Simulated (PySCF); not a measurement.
B(OH)(SeH)2 (BH₃OSe₂), SMILES OB([SeH])[SeH].

Coordinates come from a B3LYP-D3(BJ)/def2-SVP optimisation. Other conformers were not sampled.

Two levels are set side by side: TDA-PBE/def2-SVPD (PySCF) and TDA-CAM-B3LYP/def2-SVPD (PySCF). Vertical, same geometry. The lowest singlet is HOMO→LUMO 99 % with PBE and HOMO→LUMO 67 %, HOMO→LUMO+2 14 % with the other functional; states are paired by order. Differences are taken from unrounded values.

| quantity | TDA-PBE |
|---|---|
| lowest singlet excitation (eV) | 4.44 |
| lowest triplet excitation (TDA) (eV) | 4.25 |
| first bright state (f over 0.05) (eV) | 5.29 |
| its oscillator strength | 0.21 |

Task: These are the TDA-PBE values. What does TDA-CAM-B3LYP give? (Estimate from the structure and the level; the computed values follow.)

Result: 
| quantity | TDA-CAM-B3LYP | TDA-PBE minus TDA-CAM-B3LYP |
|---|---|---|
| lowest singlet excitation (eV) | 5.12 | -0.68 |
| lowest triplet excitation (TDA) (eV) | 4.75 | -0.51 |
| first bright state (f over 0.05) (eV) | 5.92 | -0.62 |
| its oscillator strength | 0.23 | -0.02 |

Functionals without exact exchange tend to place singlet excitations lower, as here. Differences between two approximate levels are no errors against the true value.

Rough cost on one machine, each run with all the roots and properties that it gave: TDA-CAM-B3LYP against TDA-PBE about 4 times.
